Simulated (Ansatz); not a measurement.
`NB(S)Br` and `COB(N)Br` differ in one atom or group.

Ansatz, PBE0-D4/def2-TZVP geometries, multiplicity 1. Each molecule was computed in one conformer, which needn't be the lowest.

Scalar relativity is left out up to krypton. Spin–orbit coupling is left out; it splits and shifts lone-pair levels of the heavy atoms by tenths of an eV.

| property | `NB(S)Br` |
| --- | --- |
| HOMO–LUMO gap (PBE0/def2-TZVPP) / eV | 7.70 |
| HOMO energy (PBE0/def2-TZVPP) / eV | -7.54 |
| LUMO energy (PBE/def2-TZVPP) / eV | -0.75 |
| HOMO energy (B3LYP/def2-TZVPP) / eV | -7.28 |
| size of the dipole moment (PBE/def2-TZVPP) / D | 1.86 |
| HOMO energy (ωB97M-V/def2-TZVPP) / eV | -9.73 |

Q: What does the change do to each property? (Best estimate.)

A: The calculation gave: 
```json
{"property": "HOMO–LUMO gap (PBE0/def2-TZVPP) / eV", "`COB(N)Br`": "8.65", "shift": "0.95"}
{"property": "HOMO energy (PBE0/def2-TZVPP) / eV", "`COB(N)Br`": "-7.76", "shift": "-0.22"}
{"property": "LUMO energy (PBE/def2-TZVPP) / eV", "`COB(N)Br`": "0.09", "shift": "0.84"}
{"property": "HOMO energy (B3LYP/def2-TZVPP) / eV", "`COB(N)Br`": "-7.51", "shift": "-0.23"}
{"property": "size of the dipole moment (PBE/def2-TZVPP) / D", "`COB(N)Br`": "1.51", "shift": "-0.35"}
{"property": "HOMO energy (ωB97M-V/def2-TZVPP) / eV", "`COB(N)Br`": "-10.07", "shift": "-0.34"}
```

With PBE0 the HOMO falls by 0.22 eV and the LUMO rises by 0.73 eV, so the gap widens by about 0.95 eV. PBE moves the HOMO by -0.06 eV and ωB97M-V by -0.34 eV. Dipoles are sizes alone; their direction can turn.

B3LYP here is the variant with VWN-RPA as its local correlation; programs differ in this.
